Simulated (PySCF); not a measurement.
**Ge: excitation energy**

Ge [Ar] 3d10 4s2 4p2 (3P) → Ge [Ar] 3d10 4s1 4p3 (5S), as a difference of total energies. Computed with PySCF 2.14 in aug-cc-pwCVTZ-PP with ECP10MDF, with scalar relativity through the core potential. Correlated levels: valence: 3s2 3p6 3d10 frozen. The calculations carry no spin-orbit coupling.

```
           method  excitation energy (eV)  error (eV)
              UHF                   3.487      -1.591
    MP2 (valence)                   4.391      -0.687
SCS-MP2 (valence)                   4.804      -0.274
   CCSD (valence)                   4.600      -0.478
CCSD(T) (valence)                   4.643      -0.435
```

Reference: 5.078 eV (measured; NIST levels, between the centres of gravity of the two terms).

Errors of the correlated levels include the incompleteness of this basis and the frozen core.
